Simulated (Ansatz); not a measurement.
`O[SiH](O)C[SiH](Cl)Cl` and `O[SiH](O)[CH2][GeH3]` differ in one atom or group.

Ansatz, PBE0-D4/def2-TZVP geometries, multiplicity 1. Each molecule was computed in one conformer, which needn't be the lowest.

Scalar relativity is left out up to krypton.

```
                                          property  `O[SiH](O)C[SiH](Cl)Cl`
             LUMO energy (ωB97M-V/def2-TZVPP) / eV                     1.88
                 LUMO energy (PBE/def2-TZVPP) / eV                    -0.68
                LUMO energy (PBE0/def2-TZVPP) / eV                     0.22
size of the dipole moment (ωB97M-V/def2-TZVPP) / D                     1.54
             HOMO energy (ωB97M-V/def2-TZVPP) / eV                   -10.79
    size of the dipole moment (PBE/def2-TZVPP) / D                     1.48
```

**Question.** What does the change do to each property? (An estimate is asked.)

**Answer.** Ansatz gave: 
```csv
property,`O[SiH](O)[CH2][GeH3]`,shift
LUMO energy (ωB97M-V/def2-TZVPP) / eV,2.01,0.13
LUMO energy (PBE/def2-TZVPP) / eV,-0.29,0.39
LUMO energy (PBE0/def2-TZVPP) / eV,0.56,0.34
size of the dipole moment (ωB97M-V/def2-TZVPP) / D,1.35,-0.19
HOMO energy (ωB97M-V/def2-TZVPP) / eV,-10.52,0.27
size of the dipole moment (PBE/def2-TZVPP) / D,1.38,-0.10
```

With PBE0 the HOMO rises by 0.29 eV and the LUMO rises by 0.34 eV, so the gap widens by about 0.05 eV. PBE moves the HOMO by 0.28 eV and ωB97M-V by 0.27 eV. Dipoles are sizes alone; their direction can turn.
